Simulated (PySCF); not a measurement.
## `CNC(=O)/C=C/OC=O` in a uniform electric field

Compound: C5H7NO3.
Cartesian coordinates in Å at the GFN2-xTB level; atoms count from 1:
```
atom  x, y, z in Å
C1     3.2601    0.2746    0.2243
N2     1.8845    0.6843    0.3542
C3     0.8521   -0.1604    0.1160
O4     1.0083   -1.3151   -0.2271
C5    -0.4823    0.4568    0.3110
C6    -1.5781   -0.2746    0.1396
O7    -2.8300    0.2533    0.3140
C8    -3.8900   -0.5447    0.1535
O9    -3.8795   -1.7000   -0.1358
H10    3.7740    0.3251    1.1862
H11    3.2589   -0.7547   -0.1300
H12    3.7836    0.9061   -0.4952
H13    1.7041    1.6272    0.6580
H14   -0.5450    1.4972    0.5911
H15   -1.5314   -1.3201   -0.1417
H16   -4.7970    0.0538    0.3379
```

Level: B3LYP/def2-SVPD (PySCF); nuclei fixed, core orbitals frozen in the response. Permanent dipole (0.964, 4.937, 1.413) D (1 au = 2.5417 D). Static polarisability (au):

```
x   129.71  15.15   2.45
y    15.15  77.58   6.68
z     2.45   6.68  53.79
```

Only the terms in μ and α are kept: μ(F) = μ + αF and ΔE = −μ·F − ½ F·αF.

What do fields of 0.051 V/Å (0.001 au) along the six axis directions do?

| field along | induced x (D) | induced y (D) | induced z (D) | total size (D) | −μ·F (kJ/mol) | −½F·αF (kJ/mol) |
| --- | --- | --- | --- | --- | --- | --- |
| +x | 0.330 | 0.039 | 0.006 | 5.333 | -0.996 | -0.170 |
| −x | -0.330 | -0.039 | -0.006 | 5.136 | +0.996 | -0.170 |
| +y | 0.039 | 0.197 | 0.017 | 5.423 | -5.100 | -0.102 |
| −y | -0.039 | -0.197 | -0.017 | 5.027 | +5.100 | -0.102 |
| +z | 0.006 | 0.017 | 0.137 | 5.281 | -1.460 | -0.071 |
| −z | -0.006 | -0.017 | -0.137 | 5.172 | +1.460 | -0.071 |

For the field (0.0007, -0.0005, -0.0009) au, what is the induced dipole, and what angle does it make with the field?

αF = (0.206, -0.087, -0.127) D, at 19.4° to the field. The polarisability along this direction, F·αF/F², is 76.67 au, against a mean of 87.03 au.

At what field along the permanent dipole would the induced dipole along it equal the permanent one, in this linear picture?

The polarisability along the dipole is 86.56 au, so F = 2.0556 au / 86.56 au = 0.0237 au = 1.22 V/Å; higher-order terms are ignored.

What field makes μF equal to kT at 200 K?

kT = 0.6334 × 10⁻³ Eh, so F = 0.000308 au = 1.58 MV/cm.

Induction energy −ᾱe²/2R⁴ of a unit charge at 18 Å, the molecule taken as a point?

R = 34.02 bohr, so the energy is −87.0/(2 × 34.02⁴) Eh = -0.0853 kJ/mol. The charge–dipole term at its most favourable orientation, −μe/R², is -4.66 kJ/mol.

Isolated species at its GFN2-xTB geometry (one conformer only).
